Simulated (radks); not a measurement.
The numbers below are computed, except where a source is named.
How relativity changes the ionisation of the rhodium ion Rh+ ([Kr] 4d8) to Rh2+ ([Kr] 4d7). Spin-unpolarised spherical Kohn-Sham, PBE, point nucleus unless stated (finite: rms radius 4.4945 fm), a radial shooting solver on a logarithmic mesh with Libxc functionals. A level marked "c x" has the speed of light scaled by that factor and shares open shells by 2j + 1; other Dirac levels either fill j = l - 1/2 first or share by 2j + 1.

level,E(Rh+) (hartree),E(Rh2+) (hartree),IE (eV),HOMO,<r> HOMO (bohr)
non-rel.,-4687.34963,-4686.62263,19.783,4d,1.529
scalar-rel.,-4783.84167,-4783.12466,19.511,4d,1.545
"scalar-rel., finite nucleus",-4783.75670,-4783.03969,19.511,4d,1.545
"Dirac, 2j+1 shares",-4784.75203,-4784.03502,19.511,4d5/2,1.554
"Dirac, low j first",-4784.76383,-4784.05465,19.298,4d5/2,1.556
"Dirac, 2j+1 shares, finite nucleus",-4784.66687,-4783.94986,19.511,4d5/2,1.554
"Dirac, c x 0.85",-4825.13500,-4824.42163,19.412,4d5/2,1.564
"Dirac, c x 5",-4691.05079,-4690.32420,19.771,4d5/2,1.530
"Dirac, c x 100",-4687.35886,-4686.63186,19.783,4d5/2,1.529

NIST Atomic Spectra Database: 18.080 eV (semi-empirical). The relativistic part of the total energy of Rh+ is -97.32 hartree (Dirac, 2j+1 shares, finite nucleus), 2.1 % of the non-relativistic value. Spin polarisation and multiplet splitting of open shells are left out at every level.

Beside tabulated values, note that relativity, absent from the non-relativistic runs, is large for the heavy elements, and spin-unpolarised runs miss the spin-polarisation part of the exchange energy of open shells.
